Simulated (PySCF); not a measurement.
# Radial density of I²⁺ (iodine, charge +2)

BLYP, [Kr] 4d10 5s2 5p3, high-spin 4S determinant. Calculation: PySCF 2.14, in x2c-TZVPPall with one added diffuse shell each of s, p, d, f type (9s7p5d3f, 76 functions); the spin-free X2C one-electron Hamiltonian (Gaussian nucleus).

| r (bohr) | 4πr²ρ (e/bohr) | 4πr²(ρα − ρβ) |
| --- | --- | --- |
| 0.0248 | 65.81 | 0.0230 |
| 0.0417 | 60.51 | 0.0637 |
| 0.0701 | 84.88 | 0.0710 |
| 0.118 | 74.94 | -0.0114 |
| 0.198 | 68.92 | 0.1353 |
| 0.334 | 54.10 | 0.0161 |
| 0.561 | 25.05 | 0.3594 |
| 0.944 | 20.06 | -0.0213 |
| 1.59 | 5.163 | 1.5291 |
| 2.67 | 1.544 | 1.0574 |
| 4.49 | 0.07490 | 0.0670 |
| 7.56 | 0.0001195 | 0.0001 |

Densities and radii are taken from the X2C orbitals without a picture-change correction, which distorts them close to the nucleus.

(1) Where is the radial spin density 4πr²(ρα − ρβ) most negative, and why is it negative at all?

## Answers

(1) Around r = 0.944 bohr, down to -0.0213 e/bohr: exchange with the open shell polarises the paired shells in an unrestricted calculation.
